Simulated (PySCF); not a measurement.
Molfile (atoms numbered from 1):
```
C3H12SSi2
     RDKit          3D

 18 17  0  0  0  0  0  0  0  0999 V2000
   -1.8308    1.5776   -0.1958 C   0  0  0  0  0  0  0  0  0  0  0  0
   -2.3510   -0.2196   -0.4825 Si  0  0  0  0  0  4  0  0  0  0  0  0
   -0.9658   -1.4149    0.0610 C   0  0  0  0  0  0  0  0  0  0  0  0
    0.7462   -1.0996   -0.6658 Si  0  0  0  0  0  4  0  0  0  0  0  0
    1.6110    0.5439    0.4171 S   0  0  0  0  0  0  0  0  0  0  0  0
    3.2357    0.6141   -0.3936 C   0  0  0  0  0  0  0  0  0  0  0  0
   -2.6563    2.2627   -0.3646 H   0  0  0  0  0  0  0  0  0  0  0  0
   -1.4736    1.7289    0.8190 H   0  0  0  0  0  0  0  0  0  0  0  0
   -1.0231    1.8620   -0.8639 H   0  0  0  0  0  0  0  0  0  0  0  0
   -3.5604   -0.5363    0.2923 H   0  0  0  0  0  0  0  0  0  0  0  0
   -2.6268   -0.4474   -1.9087 H   0  0  0  0  0  0  0  0  0  0  0  0
   -1.2617   -2.4277   -0.2069 H   0  0  0  0  0  0  0  0  0  0  0  0
   -0.8931   -1.3944    1.1481 H   0  0  0  0  0  0  0  0  0  0  0  0
    1.6605   -2.2326   -0.4902 H   0  0  0  0  0  0  0  0  0  0  0  0
    0.7264   -0.7212   -2.0802 H   0  0  0  0  0  0  0  0  0  0  0  0
    3.7831    1.4296    0.0666 H   0  0  0  0  0  0  0  0  0  0  0  0
    3.1080    0.8036   -1.4548 H   0  0  0  0  0  0  0  0  0  0  0  0
    3.7629   -0.3224   -0.2385 H   0  0  0  0  0  0  0  0  0  0  0  0
  1  2  1  0
  2  3  1  0
  3  4  1  0
  4  5  1  0
  5  6  1  0
  1  7  1  0
  1  8  1  0
  1  9  1  0
  2 10  1  0
  2 11  1  0
  3 12  1  0
  3 13  1  0
  4 14  1  0
  4 15  1  0
  6 16  1  0
  6 17  1  0
  6 18  1  0
M  END
```

Geometry: GFN2-xTB; GIAO shifts from PySCF, gas phase, non-relativistic, averaged over equivalent atoms.

At PBE0/STO-3G (54 basis functions, roughly 18 core-seconds):
| atoms | δ (ppm) |
| --- | --- |
| C6 | 20.9 |
| C1 | -2.4 |
| C3 | -14.7 |
| Si4 | -33.9 |
| Si2 | -48.1 |
| H10/H11 | 1.85 |
| H14/H15 | 1.77 |
| H16/H17/H18 | 0.51 |
| H7/H8/H9 | 0.05 |
| H12/H13 | -0.53 |

Chemical shifts δ = σref − σ; TMS for ¹³C (236.17 ppm) and ²⁹Si (508.68 ppm) and ¹H (33.02 ppm), all at this level.

Question: What do these become at PBE0/pcSseg-1?

Answer: 
| atoms | δ at PBE0/pcSseg-1 | change |
| --- | --- | --- |
| C6 | 14.9 | -6.0 |
| C1 | -4.4 | -2.0 |
| C3 | -8.7 | +6.0 |
| Si4 | -19.4 | +14.5 |
| Si2 | -42.8 | +5.3 |
| H10/H11 | 4.36 | +2.51 |
| H14/H15 | 4.83 | +3.06 |
| H16/H17/H18 | 2.02 | +1.51 |
| H7/H8/H9 | 0.29 | +0.24 |
| H12/H13 | 0.02 | +0.55 |

Scale: TMS for ¹³C (σ = 186.93 ppm) and ²⁹Si (σ = 349.16 ppm) and ¹H (σ = 31.72 ppm) (reference shieldings calculated alike).

The largest change is at Si4 (silicon bonded to C, S, 2 H). Cost: 183 basis functions, of the order of 70 core-seconds. The order of the carbon signals is the same at both levels.
